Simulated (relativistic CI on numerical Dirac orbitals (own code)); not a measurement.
These numbers are calculated, not measured: Dirac-Coulomb-Breit CI, separate exchange-only KLI orbitals for each configuration, model QED (radiative potential, 1s self-energy scaled to tabulated hydrogen-like ionisation energies), valence Slater integrals scaled by 0.9, configuration energies shifted to the measured levels that pair with them (semi-empirical) (own radial code, finite nucleus).

Configurations in the expansion (outside the closed core [Ar] 3d10): 4s²4p⁶, 4s²4p⁵4d, 4s²4p⁵5s, 4s²4p⁵5d, 4s²4p⁵6s, 4s²4p⁴4d², 4s4p⁶4d, 4s²4p⁵4f, 4s²4p⁵5p, 4s4p⁶4f, 4p⁶4d², 4s²4p⁴4f², 4s²4p⁵6p, 4s4p⁵4d², 4s²4p⁵5f, 4s²4p⁴4d4f, 4s²4p⁵6d, 4s²4p⁵5g, 4s4p⁶5s, 4s²4p⁵6f, 4s4p⁶5p, 4s²4p⁴4d5s, 4p⁶4f², 4s4p⁶5d, 4s4p⁶6s, 4s²4p⁴4d5p, 4s4p⁶6p, 4s4p⁵4d4f, 4s4p⁶5f, 4s4p⁶6d. Levels of other configurations are missing.

Configurations whose levels could be paired with our table of measured levels were shifted onto them, all but the ground configuration, by the median error of their levels; single terms can still be off by 1,000 to 2,000 cm⁻¹ or more, and rates follow the energies as ν³ (E1, M1) or ν⁵ (E2). The others borrow a shift and can be off by several thousand cm⁻¹ or more.

Outline of the computed level scheme of Nb VI. Lowest level of each configuration: 4s²4p⁶ ¹S0 at 0.0000 eV; 4s²4p⁵4d ³P°0 at 35.3772 eV; 4s²4p⁵5s ³P°2 at 52.2113 eV; 4s²4p⁵5p ³S1 at 59.2157 eV; 4s4p⁶4d ³D1 at 63.5527 eV; 4s²4p⁵4f ³G5 at 69.2822 eV; 4s²4p⁴4d² ⁵S2 at 70.1333 eV.

LS names give the leading component of a level, which can be under half, so a name can repeat, a term be missing and a line seem to break the LS rules.
